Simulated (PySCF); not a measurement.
(H2Al-mu-SH)3.
Bonds: Al1–S4, Al1–S12, S4–Al5, Al5–S8, S8–Al9, Al9–S12. Hydrogens: H2, H3 on Al1; H13 on S4; H6, H7 on Al5; H14 on S8; H10, H11 on Al9; H15 on S12.

A linear-response calculation (PySCF, def2-SVPD basis, gas phase, vertical, core orbitals frozen in the response) gave these numbers; the functional is withheld.

Orbital energies (eV): HOMO-3 -10.50, HOMO-2 -10.24, HOMO-1 -10.16, HOMO -10.00, LUMO 0.80, LUMO+1 0.97, LUMO+2 1.02.

```
state  E (eV)       f   main configurations (H = HOMO, L = LUMO)
   S1    6.76  0.0017         H→L+2 (50%), H-2→L (10%), H→L (8%)
   S2    6.77  0.0014        H-2→L (32%), H→L (23%), H→L+2 (17%)
   S3    6.88  0.0019                              H-1→L+1 (47%)
   S4    6.92   0.011                 H-2→L+1 (28%), H→L+1 (19%)
   S5    6.93  0.0039    H-1→L (29%), H-3→L (19%), H-2→L+2 (11%)
   S6    6.95  0.0033  H-4→L+3 (28%), H-4→L (11%), H-2→L+3 (10%)
```

Triplets (Tamm–Dancoff): T1 6.41 eV, H-2→L (42%), H→L (17%); T2 6.46 eV, H→L+2 (56%), H→L+7 (8%); T3 6.51 eV, H-4→L+3 (29%), H-4→L+1 (9%); T4 6.53 eV, H-1→L (21%), H-3→L (17%), H-7→L (11%).

Vertical ionisation energy by ΔSCF with the same functional: 10.17 eV. Mean static polarisability: 148.0 au.

Orbitals of the list HOMO-3 to LUMO+2 that lie within 0.01 eV of each other are written together with a slash and their weights summed (≥ marks a lower bound); for degenerate orbitals outside that list single weights are arbitrary.

Question: Name the functional.
A. PBE
B. wB97X-D
C. PBE0
D. HF

Answer: B. wB97X-D is range-separated, 22% exact exchange at short range and 100% at long range (ω = 0.2 bohr⁻¹). In this run −ε(HOMO) = 10.00 eV differs from the ΔSCF value by -0.17 eV, and S1 differs from the orbital gap of 10.80 eV by -4.04 eV. The ratio −ε(HOMO)/IP is 0.98. Usual ranges for neutral molecules in this basis: 0.89 to 0.99 with wB97X-D, 0.5 to 0.7 with PBE, 0.7 to 0.83 with PBE0; with Hartree–Fock the ratio is 1 or more (Koopmans' value less the relaxation energy is the ΔSCF value). The other options: PBE, a GGA without exact exchange; HF, time-dependent Hartree–Fock, 100% exact exchange; PBE0, a global hybrid with 25% exact exchange.

Computed, not measured: TDDFT wB97X-D/def2-SVPD, vertical, gas phase, core orbitals frozen in the response in PySCF 2.14.0, density-fitted response routines. One conformer (not necessarily the lowest) at the PBE0-D3(BJ)/def2-SVP geometry, without solvent, vibrations or thermal averaging.
